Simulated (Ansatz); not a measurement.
`C[Si](O)(Cl)Br` → `[CH3]`• + `O[Si](Cl)Br`•  (homolysis of the C–Si bond)

Gas-phase electronic energies from Ansatz, PBE0-D4/def2-TZVP geometries. CCSD(T)/CBS is the MP2 limit (def2-TZVPP, def2-QZVPP) plus CCSD(T) − MP2 in def2-TZVPP, frozen cores. This one scheme is used for every species. Functionals use def2-TZVPP. No spin–orbit coupling; open shells (•) take unrestricted orbitals. For Br outer-core shells are correlated without core-valence functions, which leaves a few kJ/mol of doubt a bond. Scalar relativity is left out up to krypton. One conformer a species, not always the lowest.

`C[Si](O)(Cl)Br`:

Z-matrix (Å, degrees):
```
C
Si 1 1.838
H 1 1.092 2 109.7
H 1 1.092 2 109.9 3 -119.8
H 1 1.091 2 110.4 3 120.0
O 2 1.626 1 108.6 3 59.8
Cl 2 2.052 1 110.8 3 -61.2
Br 2 2.221 1 111.0 3 -179.4
H 6 0.959 2 118.6 1 177.6
```

`[CH3]`•:

Z-matrix (Å, degrees):
```
C
H 1 1.080
H 1 1.080 2 120.0
H 1 1.080 2 120.0 3 180.0
```

`O[Si](Cl)Br`•:

```xyz
5

O    -0.104   -0.681    1.022
Si    0.294   -0.251   -0.502
Cl   -1.269    0.790   -1.351
Br    2.108    1.014   -0.369
H    -1.029   -0.871    1.200
```

| species | B2PLYP energy (Eh) |
| --- | --- |
| `C[Si](O)(Cl)Br` | -3439.12206 |
| `[CH3]`• | -39.81174 |
| `O[Si](Cl)Br`• | -3399.15977 |

(1) Work out ΔE.

Largest T1 diagnostic among the species: 0.012.

Results:

(1) ΔE = (-39.81174) + (-3399.15977) − (-3439.12206) = 0.15055 Eh = +4.10 eV. CCSD(T)/CBS gives +4.35 eV.

From PBE to PBE0 (25 % exact exchange), in def2-TZVPP and without D4, ΔE moves by +0.07 eV. Leaving LDA and LC-ωPBE aside and taking each functional with its dispersion term where it has one, the values, not all of them listed here, spread over 0.44 eV, from BLYP-D4 to ωB97M-V. LDA lies +0.72 eV from PBE without D4, its usual overbinding.
